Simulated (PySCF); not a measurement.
A calculated (revPBE, PySCF 2.14, def2-QZVPPD, no relativity, point nucleus) atom or ion has these occupied shells.

| shell | electrons | orbital energy (eV) | rms radius, mean of both spins (bohr) |
| --- | --- | --- | --- |
| 1s α | 1 | -307.20 | 0.314 |
| 1s β | 1 | -305.96 | 0.314 |
| 2p α | 2 | -32.842 | 1.45 |

Task: Name the element and its charge.

Result: C²⁺ (carbon, charge +2), in [He] 2p2, high-spin 3P determinant (an excited configuration).
